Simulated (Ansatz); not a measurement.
Total energies of `[NH2+]1[GaH2-][NH2+][GaH2-]1`.

| atom | x (Å) | y (Å) | z (Å) |
| --- | --- | --- | --- |
| N1 | -1.1737 | 0.3522 | -0.6389 |
| Ga2 | 0.6127 | -0.3135 | -1.2984 |
| N3 | 1.1719 | -0.3574 | 0.6394 |
| Ga4 | -0.6112 | 0.3179 | 1.2981 |
| H5 | -1.4220 | 1.2726 | -0.9798 |
| H6 | -1.9478 | -0.2639 | -0.8540 |
| H7 | 1.3663 | 0.8499 | -2.0355 |
| H8 | 0.4615 | -1.7810 | -1.8355 |
| H9 | 1.9499 | 0.2525 | 0.8578 |
| H10 | 1.4132 | -1.2806 | 0.9776 |
| H11 | -1.3677 | -0.8373 | 2.0450 |
| H12 | -0.4531 | 1.7885 | 1.8243 |

Charge 0, multiplicity 1. Correlated methods include outer-core shells of Ga, which these sets cover unevenly. Scalar relativity is left out up to krypton. The geometry is a stationary point of PBE0-D4/def2-TZVP. Basis def2-TZVPP, Ansatz 0.2.0.

RPA on PBE orbitals: Hartree–Fock energy of these orbitals -3960.10211 Eh, correlation -1.49220 Eh (frozen core).

```csv
functional,kind,energy without D4 (Eh),D4 term (kJ/mol)
LDA (SPW92),LDA,-3957.14795,–
PBE,GGA,-3963.42027,-30.1
revPBE,GGA,-3963.82925,-81.7
BLYP,GGA,-3964.23531,-64.8
r2SCAN,meta-GGA,-3964.07667,-7.0
B97M-V,meta-GGA with VV10,-3963.40998,–
PBE0,"global hybrid, 25 % exact exchange",-3963.51651,-25.5
B3LYP,"global hybrid, 20 %",-3964.26531,-48.8
r2SCANh,"meta-GGA hybrid, 10 %",-3964.04945,-7.6
r2SCAN0,"meta-GGA hybrid, 25 %",-3964.01068,-8.4
HSE06 (plane-wave form),screened hybrid,-3963.50857,-24.0
BHLYP,"global hybrid, 50 %",-3964.03627,-41.3
CAM-B3LYP,range-separated hybrid,-3964.34638,-26.2
LC-ωPBE,long-range corrected hybrid,-3963.60517,–
ωB97X-V,range-separated hybrid GGA with VV10,-3963.77310,–
ωB97M-V,range-separated hybrid meta-GGA with VV10,-3963.88906,–
B2PLYP,double hybrid,-3963.33527,–
PBE-QIDH,double hybrid,-3962.83843,–
```

B3LYP takes the VWN-RPA correlation (the form of Gaussian; ORCA's B3LYP/G). HSE06 is the plane-wave form, built on full-range PBE exchange. The double hybrids freeze the cores in their second-order part.

LC-ωPBE has ω = 0.4 bohr⁻¹.
